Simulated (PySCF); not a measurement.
CH3F2OSb, SMILES C[O][Sb]([F])[F].

The structure is a stationary point at B3LYP-D3(BJ)/def2-SVP. The structure was generated by enumeration; whether it is a known compound was not checked. The def2 effective core potentials stand for the cores of Sb; spin–orbit coupling is left out. Other conformers were not sampled.

Two levels are set side by side: PBE/def2-TZVP (PySCF) and HF/def2-TZVP (PySCF). Same geometry, gas phase. Differences are taken from unrounded values.

| quantity | HF |
|---|---|
| orbital gap (eV) | 13.46 |
| highest occupied level (eV) | -12.09 |
| lowest empty level (eV) | 1.37 |
| dipole moment (D) | 2.58 |
| mean polarisability (bohr³) | 46.9 |

### Question
What does PBE give, and how far is it from HF? (Estimate from the structure and the level; the computed values follow.)

### Answer

```
quantity                       PBE  PBE minus HF
---------------------------  -----  ------------
orbital gap (eV)              4.66         -8.79
highest occupied level (eV)  -6.91          5.18
lowest empty level (eV)      -2.25         -3.62
dipole moment (D)             2.14         -0.44
mean polarisability (bohr³)   53.5           6.5
```

Without exact exchange PBE keeps part of each electron's self-repulsion, which lifts occupied levels and narrows the gap. Loosely held outer electrons make PBE densities more polarisable. Differences between two approximate levels are no errors against the true value.

Rough cost on one machine, each run with all the roots and properties that it gave: HF against PBE about 1/3.
